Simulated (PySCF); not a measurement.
# NaCa: frontier orbitals

PBE0 at R = 3.696 Å; PySCF, spin-free X2C with a Gaussian nucleus, basis sets Na x2c-TZVPall, Ca x2c-TZVPall. State: ²Σ⁺ (doublet), unpaired electrons σ ↑. Only the outer orbitals are listed, counted within each symmetry.

| spin | orbital | occ. | ε (eV) | on Na (%) | main shells (%) |
| --- | --- | --- | --- | --- | --- |
| α | 2π | 1 | -31.76 | 100 | 100 Na p |
| α | 2π | 1 | -31.76 | 100 | 100 Na p |
| α | 7σ | 1 | -31.75 | 100 | 100 Na p |
| α | 3π | 1 | -30.34 | 0 | 100 Ca p |
| α | 3π | 1 | -30.34 | 0 | 100 Ca p |
| α | 8σ | 1 | -30.28 | 0 | 100 Ca p |
| α | 9σ | 1 | -4.77 | 26 | 74 Ca s, 23 Na s |
| α | 10σ | 1 | -3.30 | 56 | 55 Na s, 25 Ca p, 17 Ca s |
| α | 4π | 0 | -1.18 | 25 | 75 Ca p, 24 Na p |
| α | 4π | 0 | -1.18 | 25 | 75 Ca p, 24 Na p |
| α | 11σ | 0 | -0.97 | 56 | 43 Ca p, 38 Na p, 18 Na s |
| β | 2π | 1 | -31.71 | 100 | 100 Na p |
| β | 2π | 1 | -31.71 | 100 | 100 Na p |
| β | 7σ | 1 | -31.70 | 100 | 100 Na p |
| β | 3π | 1 | -30.31 | 0 | 100 Ca p |
| β | 3π | 1 | -30.31 | 0 | 100 Ca p |
| β | 8σ | 1 | -30.22 | 0 | 100 Ca p |
| β | 9σ | 1 | -4.45 | 15 | 81 Ca s, 12 Na s |
| β | 10σ | 0 | -1.70 | 52 | 52 Na s, 26 Ca p, 17 Ca s |
| β | 4π | 0 | -1.04 | 17 | 74 Ca p, 17 Na p, 9 Ca d |
| β | 4π | 0 | -1.04 | 17 | 74 Ca p, 17 Na p, 9 Ca d |

**Question.** Which are the highest filled and the lowest empty level, where do they sit, and how wide is the gap?

**Answer.** Highest filled α 10σ at -3.30 eV (in %: 55 Na s, 25 Ca p, 17 Ca s); lowest empty β 10σ at -1.70 eV (in %: 52 Na s, 26 Ca p, 17 Ca s); the gap at PBE0 is 1.60 eV.

```
bond order (Mayer)                               : 0.63
⟨S²⟩                                             : 0.773
charge on Na (Mulliken, basis-dependent)         : 0.03
charge on Na (Löwdin, basis-dependent)           : -0.12
dipole moment (positive dipole means Na(−)Ca(+)) : -0.94 D
polarisability along the bond                    : 536.6 bohr³
polarisability across the bond                   : 245.7 bohr³
```

The state was picked by a PBE0 search and need not be the measured ground state.
